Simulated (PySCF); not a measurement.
# Unknowns

- geometry from GFN2-xTB
- NMR shieldings at PBE0/pcSseg-1/GIAO
- code: PySCF
- averaged over atoms made equivalent by symmetry, fast rotation or ring inversion, isolated molecule, a single conformation, non-relativistic

Chemical shifts δ = σref − σ; 1H (σref 31.72) and 13C (σref 186.93) vs TMS, all at this level. Splittings of carbon signals by F and P are missing where no couplings were computed. Where no couplings were computed, multiplicities follow the n + 1 count of equivalent neighbours, and m marks all less simple cases (inequivalent or close neighbours, rings, F or P nearby). Shifts are as computed. Against solution values, carbons near 30 ppm lie about +3 ppm off and those near 130 ppm about +5 ppm. Of 1211 compounds with measured shifts, 218 miss one by over three times the rms of a fit or turn the order of signals round; such compounds aren't used in these exercises.

Q: C8H13F. 1H NMR (400 MHz, computed): δ 5.00 (m, 1H), 2.49 (m, 1H), 2.25 (m, 1H), 2.17 (m, 1H), 1.80 (m, 1H), 1.76 (m, 1H), 1.72 (m, 1H), 1.69 (m, 1H), 1.63 (m, 1H), 1.53 (m, 1H), 1.43 (m, 1H), 1.29 (m, 1H), 0.96 (m, 1H). 13C{1H} NMR (computed): δ 86.6, 40.8, 34.0, 29.0, 25.9, 24.6, 23.5, 23.2. What is it?

A: `F[C@@H]1C[C@@H]2CCCC[C@@H]21`. The formula gives 2 degrees of unsaturation (2 rings in the answer). 8 carbon signals for 8 carbons: no two carbons are equivalent. Carbon types of the structure: 3 × CH, 5 × CH2, which accounts for all hydrogens. δC 86.6: sp3 CH bonded to F; pulled downfield by the heteroatom. δC 40.8, 23.2: sp3 CH in a ring; aliphatic region, no heteroatom directly attached. δC 34.0, 29.0, 25.9, 24.6, 23.5: sp3 CH2 in a ring; a saturated carbon with 2 carbon neighbours and no heteroatom attached. δH 5.00: hydrogen on an sp3 CH bonded to F; its carbon carries F, hence the downfield position.

The data come from this structure; uniqueness wasn't tested.

Q: C8H13F. 1H NMR (400 MHz, computed): δ 2.12 (m, 1H), 2.08 (m, 1H), 2.06 (m, 1H), 2.05 (m, 1H), 1.87 (m, 1H), 1.80 (m, 1H), 1.74 (m, 1H), 1.71 (m, 1H), 1.54 (m, 1H), 1.39 (m, 1H), 1.32 (m, 1H), 1.29 (m, 1H), 1.28 (m, 1H). 13C{1H} NMR (computed): δ 103.0, 46.3, 41.1, 38.1, 36.2, 35.2, 29.3, 23.3. Give a structure.

A: `C1[C@@]2(F)CCC[C@@H](C1)C2`. The formula gives 2 degrees of unsaturation (2 rings in the answer). 8 carbon signals for 8 carbons: no two carbons are equivalent. Carbon types of the structure: 1 × C, 1 × CH, 6 × CH2, which accounts for all hydrogens. δC 103.0: fully substituted sp3 carbon bonded to F; pulled downfield by the heteroatom. δC 46.3, 41.1, 36.2, 35.2, 29.3, 23.3: sp3 CH2 in a ring; a saturated carbon with 2 carbon neighbours and no heteroatom attached. δC 38.1: sp3 CH in a ring; a saturated carbon with 3 carbon neighbours and no heteroatom attached. δH 2.08, 2.06, 2.05, 1.87, 1.80, 1.74, 1.71, 1.54, 1.39, 1.32, 1.29, 1.28: hydrogen on an sp3 CH2 in a ring.

The data come from this structure; uniqueness wasn't tested.
